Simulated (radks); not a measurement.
The lead ion Pb22+, configuration [Kr] 4d10 4f13 5s1. Method: non-relativistic Kohn-Sham, TPSS, spin-polarised, spherical densities, point nucleus; open shells are filled with parallel spins first (spin-orbit coupling, left out, can overturn this in heavy ions); meta-GGA in the generalised Kohn-Sham scheme; relativity is left out, which matters for an element this heavy; computed with a radial shooting solver on a logarithmic mesh with Libxc functionals.

Unscreened Slater integrals over Kohn-Sham orbitals (cm^-1). They are taken over the spin-up orbitals.

F0(5s,5s): 239180
F0(5s,4f): 290530
G3(5s,4f): 29579
F0(5s,4d): 290100
G2(5s,4d): 28798
F0(5s,4p): 290150
G1(5s,4p): 26579
F0(4f,4f): 475020
F2(4f,4f): 244440
F4(4f,4f): 157680
F6(4f,4f): 114760
F0(4f,4d): 466860
F2(4f,4d): 233090
F4(4f,4d): 151160
G1(4f,4d): 257140
G3(4f,4d): 170420
G5(4f,4d): 123120
F0(4f,4p): 466590
F2(4f,4p): 235090
G2(4f,4p): 194270
G4(4f,4p): 139410
F0(4d,4d): 464930
F2(4d,4d): 238410
F4(4d,4d): 160980
F0(4d,4p): 464530
F2(4d,4p): 240100
G1(4d,4p): 298810
G3(4d,4p): 190380
F0(4p,4p): 465120
F2(4p,4p): 244740

Derived for the open shells (J is the average intra-shell exchange parameter used in DFT+U). 4f: F4/F2 = 0.645, F6/F2 = 0.469, J = (286 F2 + 195 F4 + 250 F6)/6435 = 20100 cm^-1.
